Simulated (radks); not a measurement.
Task: These are the eigenvalues of the occupied orbitals of an atom or ion with whole-number occupations (Ry). Calculated with a radial shooting solver on a logarithmic mesh with Libxc functionals: Dirac Kohn-Sham, PBE, spin-unpolarised, spherical densities, point nucleus.

| orbital | eigenvalue |
|---|---|
| 1s1/2 | -3834.335 |
| 2s1/2 | -657.4690 |
| 2p1/2 | -626.0483 |
| 2p3/2 | -571.1763 |
| 3s1/2 | -166.6486 |
| 3p1/2 | -153.0077 |
| 3p3/2 | -141.6634 |
| 3d3/2 | -118.1862 |
| 3d5/2 | -115.7136 |
| 4s1/2 | -53.25869 |
| 4p1/2 | -47.84107 |
| 4p3/2 | -45.14190 |
| 4d3/2 | -36.14708 |
| 4d5/2 | -35.62914 |
| 4f5/2 | -24.67222 |
| 4f7/2 | -24.57358 |

Which element is it, and in what charge state? The configuration may be excited. Open shells, if any, are shared by 2j + 1.

Result: Z = 65, terbium, charge +16: Tb16+ in [Kr] 4d10 4f3. The list shows which subshells hold electrons but not how many an open one holds; the 1s level, -1917.2 hartree, gives Z - s = 61.9 by -(Z - s)^2/2, which with screening and relativity narrows Z to a few neighbours, and the depths of the outer levels then fix element, charge and occupations together.
